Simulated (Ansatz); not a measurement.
One change: `N=C([SiH3])[SiH3]` becomes `N=[C]([SiH3])[GeH3]`.

Ansatz, PBE0-D4/def2-TZVP geometries, multiplicity 1. Each molecule was computed in one conformer, which needn't be the lowest.

Scalar relativity is left out up to krypton.

```csv
property,`N=C([SiH3])[SiH3]`
size of the dipole moment (ωB97M-V/def2-TZVPP) / D,1.48
HOMO–LUMO gap (ωB97M-V/def2-TZVPP) / eV,10.09
HOMO energy (PBE0/def2-TZVPP) / eV,-7.00
HOMO–LUMO gap (PBE/def2-TZVPP) / eV,3.21
LUMO energy (PBE0/def2-TZVPP) / eV,-1.39
LUMO energy (ωB97M-V/def2-TZVPP) / eV,0.84
```

(1) What does the change do to each property? (An estimate is asked.)

Results:

(1) The calculation gave: 
| property | `N=[C]([SiH3])[GeH3]` | shift |
| --- | --- | --- |
| size of the dipole moment (ωB97M-V/def2-TZVPP) / D | 1.49 | 0.01 |
| HOMO–LUMO gap (ωB97M-V/def2-TZVPP) / eV | 10.08 | -0.01 |
| HOMO energy (PBE0/def2-TZVPP) / eV | -6.90 | 0.10 |
| HOMO–LUMO gap (PBE/def2-TZVPP) / eV | 3.31 | 0.10 |
| LUMO energy (PBE0/def2-TZVPP) / eV | -1.24 | 0.15 |
| LUMO energy (ωB97M-V/def2-TZVPP) / eV | 0.99 | 0.15 |

With PBE0 the HOMO rises by 0.10 eV and the LUMO rises by 0.15 eV, so the gap widens by about 0.05 eV. PBE moves the HOMO by 0.05 eV and ωB97M-V by 0.15 eV. Dipoles are sizes alone; their direction can turn.
